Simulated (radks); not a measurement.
The numbers below are computed, except where a source is named.
All-electron atom: Nd28+ in [Ar] 3d10 4s2 4p2 (the NIST ground configuration). Level of theory: scalar-relativistic Kohn-Sham, PBE, spin-unpolarised, spherical densities, point nucleus (a radial shooting solver on a logarithmic mesh with Libxc functionals). Some entries of the table are withheld. Estimate them.

| orbital | occ. | eigenvalue (hartree) | r(max) (bohr) |
|---|---|---|---|
| 1s | 2 | -1630.997 | 0.01510 |
| 2s | 2 | -293.3256 | 0.08543 |
| 2p | 6 | (1) | 0.06886 |
| 3s | 2 | -89.47472 | (2) |
| 3p | 6 | -80.86124 | 0.2366 |
| 3d | 10 | -69.15542 | 0.1933 |
| 4s | 2 | -40.33285 | 0.5299 |
| 4p | 2 | -37.14703 | 0.5426 |

Answer. 
(1) 2p eigenvalue (hartree): -266.0703
(2) 3s r(max) (bohr): 0.2420
